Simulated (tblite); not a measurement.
Start geometry of `[SiH3]N[Si@@H]([SiH3])O[SiH3]` from a force field or distance geometry (Å):
```
atom  x, y, z in Å
Si1    2.377    0.082    0.125
N2     0.701   -0.042   -0.471
Si3   -0.528    0.286    0.753
Si4   -1.489    2.255    0.260
O5    -1.773   -0.907    0.589
Si6   -0.997   -2.388    0.172
H7     3.250   -0.213   -1.029
H8     2.741    1.454    0.563
H9     2.707   -0.918    1.167
H10    0.503    0.472   -1.328
H11   -0.062    0.261    2.125
H12   -0.798    2.924   -0.829
H13   -2.881    2.029   -0.189
H14   -1.520    3.125    1.450
H15   -1.625   -3.497    0.875
H16   -1.029   -2.652   -1.250
H17    0.414   -2.260    0.607
```

Problem. What comes out of this run: GFN2-xTB geometry optimisation, gas phase in tblite 0.8.0?

Solution. 
```
atom  x, y, z in Å
Si1    2.479   -0.249   -0.187
N2     1.182    0.883    0.006
Si3   -0.278    0.740    0.932
Si4   -1.941    1.989   -0.039
O5    -0.727   -0.821    0.957
Si6   -0.845   -2.358    0.479
H7     3.517    0.494   -0.906
H8     2.964   -0.694    1.122
H9     2.025   -1.401   -0.971
H10    1.321    1.778   -0.433
H11    0.036    0.973    2.351
H12   -1.523    2.685   -1.266
H13   -3.146    1.238   -0.408
H14   -2.394    3.054    0.866
H15   -2.105   -2.816    1.063
H16   -0.885   -2.401   -0.984
H17    0.311   -3.083    1.005
```

The energy falls by 1.146 eV over 228 L-BFGS steps, the largest force on an atom goes from 2.90 to 0.008 eV/Å, and the atoms move by 1.149 Å rms after alignment. Among the bonds, Si3–O5 and O5–Si6 change most and about equally (-0.109 to -0.108 Å). Bonds longer at the end by more than 0.005 Å: 5 of 16; shorter: 11. Among the angles that change most is Si3–O5–Si6, from 106.9° to 158.5°. Among the dihedrals that turn most is Si1–N2–Si3–O5, from -136° to -32°. Rotational constants go from 1350, 1269, 705.1 to 1451, 1093, 683.5 MHz. The orientation of the end geometry is arbitrary; only internal coordinates are fixed.

Time: 2.2 s. Hardware: one thread, Arm Neoverse V1 (aarch64), shared host.

GFN2-xTB frequencies show an imaginary mode (37i cm⁻¹), so the point is no minimum at that level.

All values are computed, not measured.
